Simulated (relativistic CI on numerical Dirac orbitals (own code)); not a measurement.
# d4 in a ligand field

Computed with a parametric ligand-field model of a d^n configuration (Racah B and C, spin-orbit zeta, crystal field), exact diagonalisation.

Field parameters in Wybourne normalisation: Oh B⁴₀ = 21Dq, B⁴₄ = √(5/14) B⁴₀. The field is a parameter set, without covalency.

Ground term and bands for B = 560, C = 2360, ζ = 0 cm⁻¹, Oh, 10Dq = 6160 cm⁻¹?

Ground term 5E with 1.00 electrons in the two orbitals of the cubic e set. Spin-allowed: 5T2 6160 cm⁻¹ (1623 nm). Lowest spin-forbidden: 3T1 7522 cm⁻¹ (1329 nm), 3E 12147 cm⁻¹ (823 nm), 3T1 12836 cm⁻¹ (779 nm).

Ground term and bands for B = 560, C = 2360, ζ = 0 cm⁻¹, Oh, 10Dq = 20720 cm⁻¹?

Ground term 3T1 with 0.03 electrons in the two orbitals of the cubic e set. Spin-allowed: 3E 18569 cm⁻¹ (539 nm), 3T1 19165 cm⁻¹ (522 nm), 3T2 19799 cm⁻¹ (505 nm), 3A1 20762 cm⁻¹ (482 nm). Lowest spin-forbidden: 5E 6282 cm⁻¹ (1592 nm), 1T2 6890 cm⁻¹ (1451 nm), 1E 7675 cm⁻¹ (1303 nm).

Ground term and bands for B = 560, C = 2360, ζ = 0 cm⁻¹, Oh, 10Dq = 2800 cm⁻¹?

Ground term 5E with 1.00 electrons in the two orbitals of the cubic e set. Spin-allowed: 5T2 2800 cm⁻¹. Lowest spin-forbidden: 3T1 10338 cm⁻¹ (967 nm), 3E 12008 cm⁻¹ (833 nm), 3T1 12812 cm⁻¹ (781 nm).

Ground term and bands for B = 560, C = 2360, ζ = 0 cm⁻¹, Oh, 10Dq = 5040 cm⁻¹?

Ground term 5E with 1.00 electrons in the two orbitals of the cubic e set. Spin-allowed: 5T2 5040 cm⁻¹ (1984 nm). Lowest spin-forbidden: 3T1 8504 cm⁻¹ (1176 nm), 3E 12114 cm⁻¹ (826 nm), 3T1 12831 cm⁻¹ (779 nm).

Ground term and bands for B = 560, C = 2360, ζ = 0 cm⁻¹, Oh, 10Dq = 560 cm⁻¹?

Ground term 5E with 1.00 electrons in the two orbitals of the cubic e set. Spin-allowed: 5T2 560 cm⁻¹. Lowest spin-forbidden: 3T1 11623 cm⁻¹ (860 nm), 3E 11779 cm⁻¹ (849 nm), 3T2 12116 cm⁻¹ (825 nm).
